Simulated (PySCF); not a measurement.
Two species compared at the same levels of theory.

First species: C6H12.
Atom-mapped SMILES: `[CH3:1]/[CH:2]=[C:3](/[CH3:4])[CH2:5][CH3:6]` (hydrogens: H7, H8, H9 on C1; H10 on C2; H11, H12, H13 on C4; H14, H15 on C5; H16, H17, H18 on C6)

Second species: C9H5NS.
Cartesian coordinates in Å at the PBE0-D3(BJ)/def2-SVP level; atoms count from 1:
```xyz
16
C9H5NS angstrom
N      2.9029   -2.9516   -0.6248
C      2.3311   -1.9549   -0.4504
C      1.6216   -0.7553   -0.2397
S      2.4294    0.7501   -0.0523
C      0.9832    1.6088    0.1415
C     -0.1336    0.7812    0.0685
C     -1.5108    1.1315    0.1820
C     -2.4579    0.1483    0.0804
C     -2.0911   -1.2142   -0.1367
C     -0.7785   -1.5903   -0.2521
C      0.2316   -0.5955   -0.1521
H      1.0035    2.6862    0.3002
H     -1.7936    2.1731    0.3479
H     -3.5164    0.4035    0.1657
H     -2.8778   -1.9684   -0.2117
H     -0.4970   -2.6322   -0.4184
```

Levels: wB97X-D/def2-SVPD for dipole moment, HOMO energy, LUMO energy, HOMO–LUMO gap, static isotropic polarisability and electronic spatial extent ⟨r²⟩ about the centre of nuclear charge; TDDFT wB97X-D/def2-SVPD for lowest singlet excitation; PBE0-D3(BJ)/def2-SVP for rotational constant A and rotational constant C. Geometries: PBE0-D3(BJ)/def2-SVP. All species are isolated and taken at one optimised geometry, non-relativistic unless stated; the electronic structure was computed with PySCF and density fitting.

The conformers computed, where there is a choice (atom-mapped SMILES and torsion angles):
- `[CH3:1]/[CH:2]=[C:3](/[CH3:4])[CH2:5][CH3:6]`: C2–C3–C5–C6 -96°

| property | column X | column Y |
| --- | --- | --- |
| dipole moment | 0.23 D | 5.22 D |
| HOMO energy | -8.42 eV | -8.18 eV |
| LUMO energy | 2.28 eV | -0.93 eV |
| HOMO–LUMO gap | 10.70 eV | 7.25 eV |
| lowest singlet excitation | 6.72 eV | 3.69 eV |
| static isotropic polarisability | 76.2 au | 131.7 au |
| electronic spatial extent ⟨r²⟩ about the centre of nuclear charge | 745 bohr² | 1815 bohr² |
| rotational constant A | 3.983 GHz | 1.697 GHz |
| rotational constant C | 1.860 GHz | 0.582 GHz |

Q: Which column belongs to which species?

A: Column X is the first species and column Y the second. The first has 18 atoms and 48 electrons, the second 16 and 82.

Q: How does each property change from the first species to the second?

A: dipole moment +4.99 D; HOMO energy +0.24 eV; LUMO energy -3.21 eV; HOMO–LUMO gap -3.45 eV; lowest singlet excitation -3.03 eV; static isotropic polarisability +55.5 au; electronic spatial extent ⟨r²⟩ about the centre of nuclear charge +1070 bohr²; rotational constant A -2.286 GHz; rotational constant C -1.278 GHz.

On the first: The 10 singlets span 6.72 to 8.91 eV, and their oscillator strengths add up to 0.59. A dipole of 0.23 D is allowed in C1, and pure rotational transitions are dipole-allowed.

On the second: The dipole matches unit charges of opposite sign 1.09 Å apart (1 e·Å = 4.8032 D).
